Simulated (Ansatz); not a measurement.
A search over several starts for the lowest SCF solution of LiI₂⁻ at the given spin, in a small basis.

```yaml
crystal:
  periodic: [false, false, false]
  atoms:
    - {symbol: Li, position_ang: [0.000175, 0.000452, -0.000410]}
    - {symbol: I, position_ang: [-0.415562, 1.939288, 1.601879]}
    - {symbol: I, position_ang: [0.415387, -1.939731, -1.601479]}
basis:
  gaussian: {orbitals: def2-SVP}
total_charge: -1
magnetization: {spin_polarized: true, initial_magnetization: 0}
hamiltonian: {xc: pbe0, dispersion: d4}
output: {orbitals: {seedname: orbitals}}
```

```sh
$ ansatz run in.yaml --threads 4 --pin off --events-out ev --progress --plain --max-ram 3916MiB
```

Shortened log:

```
Functional definition: PBE0
797 factors; integrals over basis functions are off by at most 1.7e-4 eV
mean field evaluation 1: about -16412.6689 eV, gradient 3.2e0 eV
mean field evaluation 2: about -16412.6960 eV, gradient 8.8e-1 eV
mean field evaluation 4: about -16412.7087 eV, gradient 1.8e-1 eV
mean field evaluation 8: about -16412.7090 eV, gradient 1.6e-3 eV
mean field -16412.70896633 eV, -603.1559295790 hartree, gradient 9.3e-6 eV, S^2 0.000000; 0 other end points of the search recorded, 0 dependent functions left out
reference -16412.70899378 eV, -603.1559305877 hartree; 27, 27 occupied and 34, 34 virtual orbitals, 797 factors
Total energy: -16412.75471179 eV, -603.1576106936 hartree
```

Run time 0.91 s (4 threads of Arm Neoverse V2 on a shared host).

In the def2 sets I takes a core potential; there is no spin–orbit coupling. The structure comes from a short search, and lower isomers may exist.
